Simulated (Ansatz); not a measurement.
C2H6Si2, SMILES `[SiH2]=C1C[SiH2]1` (charge 0, multiplicity 1).

Cartesian coordinates (Å):
SMILES: [SiH2]=C1C[SiH2]1
```xyz
10

Si     1.9743    -0.1260     0.1900
C      0.2982    -0.0053     0.0348
C     -0.8928     0.8917     0.3449
Si    -1.2815    -0.7011    -0.5276
H      2.8363     0.8916     0.8269
H      2.7055    -1.2985    -0.3199
H     -0.9484     1.8325    -0.1979
H     -1.1539     1.0105     1.3938
H     -1.6292    -0.6856    -1.9607
H     -1.9086    -1.8098     0.2155
```
Charge 0, multiplicity 1.

Frozen-core energies in 6-31g from Ansatz (a program for electronic structure) at a geometry from B3LYP-D3(BJ)/def2-TZVP; the HF reference has <S^2> = 0.00 (restricted, and unstable towards unrestricted orbitals) and the T1 diagnostic is 0.013.

```tsv
level	energy (Ha)
HF	-656.81857
MP2	-657.11555
CCSD	-657.15973
CCSD(T)	-657.17072
```

Estimate the energies of CCSDT and CCSDT(Q), and give each level's difference from CCSDT(Q).


```
level     energy (Ha)  difference from CCSDT(Q) (mHa)
--------  -----------  ------------------------------
MP2        -657.11555                           56.92
CCSD       -657.15973                           12.73
CCSD(T)    -657.17072                            1.75
CCSDT      -657.17153                            0.94
CCSDT(Q)   -657.17246                            0.00
```
